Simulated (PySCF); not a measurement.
Compound: C6H7OP.
Numbering: `[CH3:1][O:2][c:3]1[cH:4][cH:5][cH:6][cH:7][p:8]1` (hydrogens: H9, H10, H11 on C1; H12 on C4; H13 on C5; H14 on C6; H15 on C7)

The same species was optimised twice, with GFN2-xTB and with PBE0-D3(BJ)/def2-SVP (PySCF), and the same property calculations (PySCF, gas phase) were run on both structures.

```
     coordinate  GFN2-xTB  PBE0-D3(BJ)/def2-SVP  change
      O2–C3 (Å)     1.359                 1.346  -0.013
      C3–P8 (Å)     1.755                 1.766  +0.011
      C5–C6 (Å)     1.389                 1.399  +0.010
      C3–C4 (Å)     1.391                 1.401  +0.010
      C6–C7 (Å)     1.375                 1.385  +0.010
      C4–C5 (Å)     1.379                 1.387  +0.008
      C7–P8 (Å)     1.733                 1.740  +0.007
      C1–O2 (Å)     1.403                 1.403   0.000
   C1–O2–C3 (°)     117.0                 118.4    +1.4
   C5–C6–C7 (°)     122.8                 122.3    -0.5
   O2–C3–C4 (°)     114.8                 114.3    -0.5
   C6–C7–P8 (°)     126.5                 126.9    +0.4
   O2–C3–P8 (°)     121.1                 121.5    +0.4
   C4–C5–C6 (°)     122.8                 123.1    +0.3
   C3–C4–C5 (°)     124.2                 124.0    -0.2
   C4–C3–P8 (°)     124.1                 124.2    +0.1
C1–O2–C3–C4 (°)       180                  -179      +1
```

Rotational constants: A = 3532, B = 1477, C = 1048 MHz (GFN2-xTB) against A = 3490, B = 1463, C = 1038 MHz (PBE0-D3(BJ)/def2-SVP). Point groups within 0.08 Å: Cs and Cs.

On the GFN2-xTB structure: lowest singlet, TDDFT (eV) 4.53 [CAM-B3LYP/def2-SVPD]; lowest triplet, Tamm–Dancoff (eV) 3.19 [CAM-B3LYP/def2-SVPD]; isotropic polarisability (au) 98.4 [CAM-B3LYP/def2-SVPD]; HOMO (eV) -7.76 [CAM-B3LYP/def2-SVPD]; LUMO (eV) -0.27 [CAM-B3LYP/def2-SVPD]; dipole (D) 0.27 [CAM-B3LYP/def2-SVPD]; HOMO (eV) -6.63 [PBE0/pcSseg-1]; LUMO (eV) -1.30 [PBE0/pcSseg-1]; dipole (D) 0.34 [PBE0/pcSseg-1]; GIAO shielding of C1 (ppm) 127.2 [PBE0/pcSseg-1]; GIAO shielding of O2 (ppm) 177.8 [PBE0/pcSseg-1]; GIAO shielding of C3 (ppm) -18.3 [PBE0/pcSseg-1]; GIAO shielding of C4 (ppm) 59.4 [PBE0/pcSseg-1]; GIAO shielding of C5 (ppm) 50.6 [PBE0/pcSseg-1]; GIAO shielding of C6 (ppm) 54.7 [PBE0/pcSseg-1]; GIAO shielding of C7 (ppm) 25.8 [PBE0/pcSseg-1]; GIAO shielding of P8 (ppm) 168.7 [PBE0/pcSseg-1].

**Question.** What do these properties become on the PBE0-D3(BJ)/def2-SVP structure?

**Answer.** 
| property | level | on GFN2-xTB | on PBE0-D3(BJ)/def2-SVP | change |
| --- | --- | --- | --- | --- |
| lowest singlet, TDDFT (eV) | CAM-B3LYP/def2-SVPD | 4.53 | 4.46 | -0.07 |
| lowest triplet, Tamm–Dancoff (eV) | CAM-B3LYP/def2-SVPD | 3.19 | 3.13 | -0.06 |
| isotropic polarisability (au) | CAM-B3LYP/def2-SVPD | 98.4 | 99.9 | +1.5 |
| HOMO (eV) | CAM-B3LYP/def2-SVPD | -7.76 | -7.70 | +0.06 |
| LUMO (eV) | CAM-B3LYP/def2-SVPD | -0.27 | -0.28 | -0.01 |
| dipole (D) | CAM-B3LYP/def2-SVPD | 0.27 | 0.30 | +0.03 |
| energy, GFN2-xTB geometry as zero (kcal/mol) | CAM-B3LYP/def2-SVPD | 0.0 | -0.4 | -0.4 |
| HOMO (eV) | PBE0/pcSseg-1 | -6.63 | -6.57 | +0.06 |
| LUMO (eV) | PBE0/pcSseg-1 | -1.30 | -1.31 | -0.01 |
| dipole (D) | PBE0/pcSseg-1 | 0.34 | 0.41 | +0.07 |
| energy, GFN2-xTB geometry as zero (kcal/mol) | PBE0/pcSseg-1 | 0.0 | -0.2 | -0.2 |
| GIAO shielding of C1 (ppm) | PBE0/pcSseg-1 | 127.2 | 126.7 | -0.5 |
| GIAO shielding of O2 (ppm) | PBE0/pcSseg-1 | 177.8 | 176.1 | -1.7 |
| GIAO shielding of C3 (ppm) | PBE0/pcSseg-1 | -18.3 | -19.0 | -0.7 |
| GIAO shielding of C4 (ppm) | PBE0/pcSseg-1 | 59.4 | 57.3 | -2.1 |
| GIAO shielding of C5 (ppm) | PBE0/pcSseg-1 | 50.6 | 47.7 | -2.9 |
| GIAO shielding of C6 (ppm) | PBE0/pcSseg-1 | 54.7 | 52.5 | -2.2 |
| GIAO shielding of C7 (ppm) | PBE0/pcSseg-1 | 25.8 | 23.4 | -2.4 |
| GIAO shielding of P8 (ppm) | PBE0/pcSseg-1 | 168.7 | 167.7 | -1.0 |

The heavy atoms differ by 0.015 Å rms after alignment. Among bonds between heavy atoms O2–C3 changes most (-0.013 Å). Changes are differences of the printed values. Neither structure is proved a minimum here.

Conformer computed: `[CH3:1][O:2][c:3]1[cH:4][cH:5][cH:6][cH:7][p:8]1`: C1–O2–C3–C4 -179°.
